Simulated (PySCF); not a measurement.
## Worked example: refractive index and permittivity of the vapour

H₆S, SMILES [H][S@OH27]([H])([H])([H])([H])[H].

The structure is a stationary point at ωB97X-D3(BJ)/def2-TZVP.

PBE/def2-TZVPD in PySCF gives a mean static polarisability of 39.8 bohr³ and a dipole moment of 0.00 D. Take an ideal gas at 298.15 K and 1 bar, whether or not the substance is that volatile.

Problem. Work out n − 1 in the optical limit and the static ε − 1.

Solution. 
Polarisability volume α' = 39.8 × 0.148185 = 5.90 Å³. Number density N = p/kT = 2.43e-5 Å⁻³.
Dilute limit of Lorentz–Lorenz: n − 1 = 2π N α' = 0.00090.
Orientation term of Debye: μ²/(3kT) = 8.098 Å³ × μ²(D²) = 0.00 Å³.
ε − 1 = 4π N (α' + μ²/3kT) = 0.0018. With no permanent dipole, ε equals n² in this model. Vibrational polarisation and dispersion are left out.
